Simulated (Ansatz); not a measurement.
Reaction (redistribution): `[NH2][Zr]([F])([F])[F]` + `[CH3][Zn][CH2]O` → `[CH3][Zr]([NH2])([F])[F]` + `O[CH2][Zn][F]`

Gas-phase electronic energies from Ansatz, PBE0-D4/def2-TZVP geometries. CCSD(T)/CBS is the MP2 limit (def2-TZVPP, def2-QZVPP) plus CCSD(T) − MP2 in def2-TZVPP, frozen cores. Functionals use def2-TZVPP. def2 core potentials past Kr. For Zn, Zr outer-core shells are correlated without core-valence functions, which leaves a few kJ/mol of doubt a bond. Scalar relativity is left out up to krypton. One conformer a species, not always the lowest.

```tsv
level	ΔE (eV)
ωB97X-V	1.23
r2SCAN	1.20
CCSD/def2-TZVPP	1.18
MP2/CBS(def2)	1.18
```

(1) What does CCSD(T)/CBS give? (Estimate.)

Largest T1 diagnostic among the species: 0.017.

Results:

(1) Ansatz gave: +1.13 eV. The listed levels differ from it by 0.10, 0.07, 0.05, 0.05 eV.

In def2-TZVPP, CCSD(T) changes the Hartree–Fock value by +0.07 eV (the triples alone add +0.02 eV) and MP2 by +0.11 eV.
